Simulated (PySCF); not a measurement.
CH4OTe. Atoms are numbered in the order given.

```xyz
7

Te     0.1557    -0.0877     0.3307
C     -0.0094     1.7035    -0.8832
H     -1.0370     2.0877    -0.8738
H      0.3016     1.4423    -1.9029
H      0.6786     2.4528    -0.4642
O     -0.7826    -1.2963    -0.9878
H     -1.7228    -1.2732    -0.7557
```
Charge 0, spin multiplicity 1.

Geometry optimised at B3LYP-D3(BJ)/def2-SVP. The def2 effective core potentials stand for the cores of Te; spin–orbit coupling is left out. The values are those of a single conformer.

Method: HF/def2-TZVPD in PySCF.

Mulliken values depend strongly on the basis, most of all with diffuse functions as here. ESP charges are fitted to the potential on shells at 1.4 to 2.0 van der Waals radii. Atomic charges (e):

| atom | ESP fit | Mulliken |
|---|---|---|
| Te1 | 0.13 | 0.39 |
| C2 | -0.62 | -0.48 |
| H3 | 0.19 | 0.15 |
| H4 | 0.22 | 0.14 |
| H5 | 0.24 | 0.18 |
| O6 | -0.53 | -0.74 |
| H7 | 0.37 | 0.36 |
